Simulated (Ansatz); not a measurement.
Input for Ansatz (a first-principles code):
Ansatz 0.2 input:
```yaml
crystal:
  periodic: [false, false, false]
  atoms:
    - {symbol: Br, position_ang: [2.09670753, -0.74773372, -0.18227923]}
    - {symbol: Ge, position_ang: [-0.01165126, 0.00697700, 0.73093637]}
    - {symbol: Br, position_ang: [-1.68896558, -1.44229543, -0.23599374]}
    - {symbol: Br, position_ang: [-0.39708937, 2.18365017, -0.25001172]}
basis:
  gaussian:
    orbitals: 6-31G
hamiltonian:
  xc: revpbe
magnetization: {spin_polarized: true, initial_magnetization: 1}
```

Q: Predict the number of basis functions from REVPBE/6-31G (Ansatz).

A: 116

Q: Predict the <S^2> from REVPBE/6-31G.

A: 0.752
